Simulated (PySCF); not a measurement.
Two-component Hartree-Fock for Ce⁴⁷⁺ (cerium, charge +47)

Start: [Ne] 3s1; 3s1/2 filled at m_j = +1/2. Calculated with PySCF 2.14 in an uncontracted even-tempered set (18 s from 12 bohr⁻², ratio 2.4; 14 p from 15 bohr⁻², ratio 2.4; 4 d from 48 bohr⁻², ratio 2.6; 4 f from 73 bohr⁻², ratio 2.6): generalised Hartree-Fock with the X2C-1e Hamiltonian and a Gaussian nucleus; one run each with spin-orbit coupling (SO) switched off, then screened by Boettger's factors.

```
spinor shell  electrons  ε, spin-free (eV)  ε, screened SO (eV)  weight of nominal j (screened SO)  rms radius, screened SO (bohr)
       1s1/2          2           -43960.7             -43956.6                              1.000                          0.0280
       2s1/2          2            -9714.2              -9713.2                              1.000                           0.111
       2p1/2          2            -9047.3              -9371.9                              1.000                          0.0956
       2p3/2          4            -9047.3              -8905.2                              1.000                           0.101
       3s1/2          1            -3965.2              -3965.0                              1.000                           0.265
```

| quantity | spin-free | screened SO |
| --- | --- | --- |
| E (hartree) | -6636.73345 | -6639.87498 |
| M_J | 1/2 | 1/2 |
| ⟨J²⟩ | 0.750 | 0.750 |
| ⟨L²⟩ | 0.000 | 0.012 |
| ⟨S²⟩ | 0.750 | 0.762 |

Each row is a mean over spinors that exchange with the open shell spreads, by up to 11.581 eV (2s1/2).

Breit and QED terms are absent; they matter most for the inner s and p1/2 levels.

Densities and radii are taken from the X2C orbitals without a picture-change correction, which distorts them close to the nucleus.

Without spin-orbit coupling the j labels of p, d and f shells carry no meaning; the spin-free column gives the mean over the occupied spinors of each nl shell.
